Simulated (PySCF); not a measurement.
An excited-state job on `C#C[Si@H]([SiH3])O[SiH3]`.

Computed with TDDFT CAM-B3LYP/def2-SVPD, vertical, gas phase, core orbitals frozen in the response (PySCF 2.14.0, density-fitted response routines). Geometry: GFN2-xTB. A driver script takes a list of jobs; this job's settings line and coordinates (Å) are shown.

Command:
```bash
OMP_NUM_THREADS=1 python probes_run.py task.json out
```

Input:
```
{"job": {"kind": "uv", "xc": "CAM-B3LYP", "basis": "def2-SVPD", "nstates": 8, "ntriplets": 3}, "charge": 0, "multiplicity": 1}
C     -0.217416     3.083678    -0.456530
C     -0.286304     1.898354    -0.649170
Si    -0.392673     0.060035    -0.905474
Si    -2.088157    -0.894815     0.330977
O      1.033167    -0.582166    -0.435498
Si     2.263925    -0.961259     0.538012
H     -0.154483     4.122068    -0.294102
H     -0.367159    -0.156299    -2.359555
H     -1.923946    -0.759341     1.784083
H     -2.246502    -2.333075     0.076024
H     -3.372471    -0.272004    -0.008833
H      2.862721     0.282431     1.016062
H      3.168837    -1.738513    -0.303492
H      1.719782    -1.749567     1.645330
```

Output:
```
coarse grid: 13096 points
cycle   1  E = -1024.0156243884  dE =  4.243e-01  |g| = 7.787e-01  |ddm| = 8.148e+00
cycle   2  E = -1023.9208653435  dE =  9.476e-02  |g| = 1.076e+00  |ddm| = 2.411e+00
cycle   3  E = -1024.1383768594  dE = -2.175e-01  |g| = 8.585e-02  |ddm| = 1.132e+00
cycle   4  E = -1024.1400384294  dE = -1.662e-03  |g| = 3.257e-02  |ddm| = 2.672e-01
cycle   5  E = -1024.1403281225  dE = -2.897e-04  |g| = 1.068e-02  |ddm| = 1.001e-01
cycle   6  E = -1024.1403536409  dE = -2.552e-05  |g| = 3.827e-03  |ddm| = 2.270e-02
cycle   7  E = -1024.1403574800  dE = -3.839e-06  |g| = 4.550e-04  |ddm| = 8.085e-03
final grid: 112384 points
cycle   8  E = -1024.2859756210  dE = -1.242e-05  |g| = 1.400e-03  |ddm| = 5.724e-02
cycle   9  E = -1024.2859756899  dE = -6.886e-08  |g| = 1.515e-03  |ddm| = 6.971e-03
cycle  10  E = -1024.2859761561  dE = -4.662e-07  |g| = 2.709e-04  |ddm| = 1.873e-03
cycle  11  E = -1024.2859761709  dE = -1.474e-08  |g| = 9.463e-05  |ddm| = 7.189e-04
cycle  12  E = -1024.2859761729  dE = -2.003e-09  |g| = 4.562e-05  |ddm| = 2.384e-04
cycle  13  E = -1024.2859761734  dE = -5.264e-10  |g| = 8.501e-06  |ddm| = 6.979e-05
converged SCF energy = -1024.2859761734

Static polarisability (au): isotropic 103.977, principal 89.561 103.139 119.231

Singlet excitations
state   eV       nm        f      main configurations
  1   5.7890    214.2   0.00580   H->L 0.63, H-2->L 0.12
  2   6.2195    199.3   0.00311   H-1->L 0.38, H->L+1 0.23, H-2->L+1 0.10
  3   6.3436    195.4   0.00572   H-1->L+1 0.59, H-1->L+3 0.08
  4   6.6055    187.7   0.01298   H-2->L 0.52, H->L 0.20
  5   7.1317    173.8   0.07739   H->L+1 0.41, H->L+2 0.14, H->L+3 0.13
  6   7.2377    171.3   0.00650   H-3->L 0.72, H-1->L 0.10
  7   7.5307    164.6   0.09154   H->L+2 0.51, H->L+1 0.16
  8   7.6550    162.0   0.11545   H->L+3 0.55, H-2->L+1 0.10

Triplet excitations (Tamm-Dancoff, eV): 4.9938 5.3026 5.4402
```

The SCF starts on a coarse grid where the log names one; the energy can jump when the final grid takes over, and dE then counts from the start density on the new grid. H and L stand for HOMO and LUMO; the number after each pair is its weight.

Which computed singlet has the largest oscillator strength, and what do all of them sum to?

State 8 at 7.66 eV (162 nm), f = 0.115; the 8 states sum to 0.318.

Give S1 in cm⁻¹ and kJ/mol.

5.7890 eV × 8065.54 = 46691 cm⁻¹; × 96.485 = 558.6 kJ/mol.

Summary of the converged run: HOMO -9.23 eV, LUMO 0.19 eV; lowest singlet 5.79 eV; lowest triplet 4.99 eV (Tamm–Dancoff); mean polarisability 104.0 au.

How long does this job take on one thread, Arm Neoverse N1 (aarch64), no GPU, shared host with 64 logical CPUs at a one-minute load of 60? And the peak memory of the process?

About 62 s, with 0.91 GiB resident at the peak, the Python interpreter and its libraries included.

One conformer stands for the species.
Labels such as C1 count atoms from 1, the log's own numbers from 0.
